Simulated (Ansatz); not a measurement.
Born–Oppenheimer molecular dynamics of F2H5HfNOS (11 atoms, charge 0, multiplicity 1). It starts at the highest image of a converged band. Of that band: Neighbouring images differ by up to 1.3 eV, so the band resolves the path poorly. A vibrational analysis at the climbing image gives one clearly imaginary mode, 1456i cm⁻¹: a first-order saddle point.

All numbers below come from RHF/def2-SVP (Ansatz).

```json
{"ensemble": "NVE (velocity Verlet)", "time step": "0.5 fs", "steps asked": "200", "starting velocities drawn for": "100 K", "seed": "3563"}
```

First frame:

```xyz
11
Properties=species:S:1:pos:R:3
Hf 0.002 -0.300 0.019
N 0.138 -0.075 2.195
H -0.691 -0.172 2.763
H 0.671 0.686 2.590
F 1.591 0.248 -0.917
O -1.173 1.160 -0.392
H -1.746 1.833 -0.708
F -1.093 -1.779 -0.559
S 1.656 -2.358 1.265
H 0.701 -3.289 1.357
H 0.934 -1.267 2.112
```

(1) How far do the bonds stretch over the last three quarters of this one trajectory? (Pairs bonded in most of those frames.)

Results:

(1) 
```
  bond  mean (Å)  spread (Å)  shortest  longest
Hf1–N2     2.483       0.086      2.25     2.57
Hf1–F5     1.921       0.004      1.91     1.93
Hf1–O6     1.957       0.027      1.93     2.01
Hf1–F8     1.918       0.031      1.88     1.97
Hf1–S9     2.634       0.209      2.37     2.94
 N2–H3     1.011       0.027      0.95     1.07
 N2–H4     1.012       0.023      0.96     1.06
N2–H11     1.052       0.110      0.88     1.23
 O6–H7     0.939       0.003      0.93     0.94
S9–H10     1.338       0.006      1.33     1.35
```

Mean temperature of the second half: 713 K. The conserved energy stayed within 1.2 meV per atom of its start (net change -0.53 meV per atom), so the integration is sound. The kinetic energy rose, since the run started high on the potential surface and went downhill. A run of 0.1 ps of so small a system gives no equilibrium averages. The orbitals stay closed-shell, which can raise the energy where a bond breaks towards radicals; this wasn't checked here.

The run took 9.4 min on 2 threads of Arm Neoverse V1, on a shared host, peak memory 0.31 GiB.
